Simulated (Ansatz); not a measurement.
Two isomers of C4H7B: A = `C=C1CB1C`, B = `C#CBCC`.

Isolated molecules relaxed with PBE0-D4/def2-TZVP in Ansatz; ΔE leaves out vibrations. CBS: MP2 limit from def2 TZ/QZ plus the TZ coupled-cluster correction, frozen cores. Functionals use def2-TZVPP. One conformer a species, not always the lowest.

**Question.** Which isomer does CCSD(T)/CBS put lower? Give the gap. (Best estimate.)

**Answer.** Computed: B, by 39.4 kJ/mol.

**Question.** Give E(B) − E(A) in kJ/mol with CCSD/def2-TZVPP, CCSD(T)/def2-TZVPP, PBE-D4, HF/def2-TZVPP, CCSD(T)/def2-SVP, BLYP-D4, LDA (SPW92). (Best estimate.)

**Answer.** Ansatz gave: CCSD/def2-TZVPP -41.8, CCSD(T)/def2-TZVPP -40.0, PBE-D4 -5.2, HF/def2-TZVPP -57.8, CCSD(T)/def2-SVP -34.9, BLYP-D4 -30.2, LDA (SPW92) 13.3. The order is the other way round with LDA (SPW92).

**Question.** Does the order hold for the free energy at 298.15 K (harmonic terms from PBE0-D4)? (Estimate.)

**Answer.** Ansatz gave: Yes: G(B) − G(A) = -40.7 kJ/mol, for one conformer each. Modes under 60 cm⁻¹, often nearly free rotors, make the harmonic entropy too high.

Largest T1 diagnostic: 0.012.

Leaving LDA and LC-ωPBE aside and taking each functional with its dispersion term where it has one, the values, not all of them listed here, spread over 33.3 kJ/mol, from B2PLYP to PBE-D4. LDA lies +19.3 kJ/mol from PBE without D4. In def2-TZVPP, CCSD(T) changes the Hartree–Fock value by +17.9 kJ/mol (the triples alone add +1.8 kJ/mol) and MP2 by +15.5 kJ/mol.
